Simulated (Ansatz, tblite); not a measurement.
Forces on the cluster GaSn6⁺ at its B3LYP-D4/def2-SVP geometry. Charge 1, multiplicity 1.

In the def2 sets Sn takes a core potential; there is no spin–orbit coupling. The xTB rows come from tblite. Another isomer (singlet) lies 0.45 eV lower at PBE0-D4/def2-TZVP; other spin states weren't run for this one.

GFN1-xTB (tblite), largest force 1.61 eV/Å:

```xyz
7
positions Å, forces eV/Å
Ga   -0.156    2.070    2.923    0.222   -0.454   -0.755
Sn   -0.912    0.097    0.700    1.160   -0.097   -0.855
Sn    0.584    1.182   -1.915    0.121   -1.064    1.202
Sn    1.789   -1.488    0.040   -0.915    1.234   -0.479
Sn   -0.344   -1.605   -1.977   -0.208    0.721    1.107
Sn   -2.840   -1.630   -0.492    0.747    0.257   -0.101
Sn    1.879    1.374    0.721   -1.127   -0.597   -0.120
```

GFN2-xTB (tblite), largest force 1.23 eV/Å:

```
Ga -0.069 0.159 0.259
Sn 0.649 -0.406 -0.958
Sn 0.146 -0.491 0.659
Sn -0.393 0.700 -0.216
Sn -0.174 0.494 0.779
Sn 0.388 0.151 -0.028
Sn -0.547 -0.607 -0.495
```

PBE-D4/def2-TZVP (Ansatz), largest force 0.29 eV/Å:

```
Ga 0.081 -0.139 -0.239
Sn 0.208 0.044 -0.070
Sn 0.009 -0.198 0.194
Sn -0.169 0.198 -0.096
Sn -0.039 0.121 0.188
Sn 0.140 0.034 -0.038
Sn -0.231 -0.061 0.061
```
